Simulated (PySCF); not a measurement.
hydrogen bromide (BrH), SMILES Br. Coordinates come from a PBE0-D3(BJ)/def2-TZVPD optimisation.

TDDFT-ωB97X/def2-TZVPD (PySCF 2.14.0) puts the lowest singlet excitations at 6.83, 6.83, 8.88, 8.88, 9.29, 9.29 eV.

**Question.** What are the lowest excitation roots from ADC(3)/aug-cc-pVDZ (PySCF)? (An estimate is asked for; the answer gives what the named calculation found.)

**Answer.** 6.79, 6.79, 8.95, 8.95, 9.66, 9.66 eV. S1 differs by -0.03 eV (second minus first; roots are paired by order, and the bases may differ).
